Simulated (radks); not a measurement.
Problem. Species: Gd32+. Configuration: [Ar] 3d10 4s2 4p2. Method: Dirac Kohn-Sham, relativistic LDA (MacDonald-Vosko exchange, VWN5 correlation), spin-unpolarised, spherical densities, finite nucleus; open shells fill j = l - 1/2 first; Fermi nuclear charge, rms radius 5.1569 fm; computed with a radial shooting solver on a logarithmic mesh with Libxc functionals. Some entries of the table are withheld. Estimate them.

| orbital | occ. | eigenvalue (eV) | <1/r> (bohr^-1) | r(max) (bohr) |
|---|---|---|---|---|
| 1s1/2 | 2 | -50951.58 | 71.34 | 0.01398 |
| 2s1/2 | 2 | -9431.156 | 17.06 | 0.07942 |
| 2p1/2 | 2 | -9031.394 | 17.04 | 0.05993 |
| 2p3/2 | 4 | -8341.221 | 15.07 | 0.06572 |
| 3s1/2 | 2 | -2975.803 | 6.310 | 0.2235 |
| 3p1/2 | 2 | -2802.825 | (1) | 0.2103 |
| 3p3/2 | 4 | -2656.275 | (2) | 0.2223 |
| 3d3/2 | 4 | -2359.631 | 5.621 | 0.1755 |
| 3d5/2 | 6 | -2327.036 | 5.496 | 0.1789 |
| 4s1/2 | 2 | -1373.429 | 3.002 | 0.4834 |
| 4p1/2 | 2 | -1301.773 | 2.939 | (3) |
| 4p3/2 | 0 | -1256.336 | 2.778 | (4) |

Solution. 
(1) 3p1/2 <1/r> (bohr^-1): 6.234
(2) 3p3/2 <1/r> (bohr^-1): 5.736
(3) 4p1/2 r(max) (bohr): 0.4808
(4) 4p3/2 r(max) (bohr): 0.5001
